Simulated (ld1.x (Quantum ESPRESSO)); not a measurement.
**Before and after: TM potential for boron (B)**

B, norm-conserving Troullier–Martins (Kleinman–Bylander form), made with ld1.x (Quantum ESPRESSO) 7.5 (PBE, non-relativistic). Core [He], reference 2s2 2p1. Waves: 2p (bound): rc 3.70 bohr; 2s (bound): rc 1.60 bohr. Local part: the s channel. Core correction: a·sin(br)/r model core, default radius (core density twice the valence density).

All-electron outer shells of the reference configuration (PBE, non-relativistic, ld1.x):

```csv
shell,level (eV),outermost node (bohr),outermost maximum (bohr)
2s,-9.44,0.46,1.52
2p,-3.61,–,1.57
```

Change: core correction a·sin(br)/r model core inside 0.78 bohr.

Cutoffs: the cutoffs (Ry, on a coarse ladder) from which the occupation-weighted sum of valence levels, in a spherical-Bessel basis at the reference potential, stays within 10 and 1 mRy of its value at 400 Ry; they do not see the model core or the augmentation charge, which bear on the density cutoff. Errors are all-electron minus pseudo energies relative to the spin-unpolarised reference configuration.

Task: How do hardness, ghosts and transferability respond?

Result: The potential gets neither clearly harder nor softer (18 Ry and 45 Ry → 18 Ry and 45 Ry); the errors of the 7 common tests hardly move; neither file shows a bound ghost. The default core radius of the base comes out at 0.69 bohr. A wider model core is smoother and lowers the density cutoff, which this test does not measure.

```csv
quantity,base,changed
"cutoff, loose",18 Ry,18 Ry
"cutoff, tight",45 Ry,45 Ry
bound ghosts,none,none
"error for 2s2 2p0, meV [ΔE 8.22 eV]",+184,+184
"error for 2s1 2p0, meV [ΔE 33.64 eV]",+528,+542
"error for 2s2 2p0.5, meV [ΔE 2.89 eV]",+28,+28
"error for 2s2 2p1.3, meV [ΔE -0.74 eV]",+2.7,+2.7
"error for 2s1 2p2, meV [ΔE 5.84 eV]",-41,-40
"error for 2s1 2p1, meV [ΔE 14.36 eV]",-97,-94
"error for 2s0 2p3, meV [ΔE 11.71 eV]",-165,-161
s: phases at 3.99 bohr within 0.05 rad from the reference energy up to (Ry; the scan ends near 5),2.8,2.8
p: phases at 3.99 bohr within 0.05 rad from the reference energy up to (Ry; the scan ends near 5),0.4,0.4
```
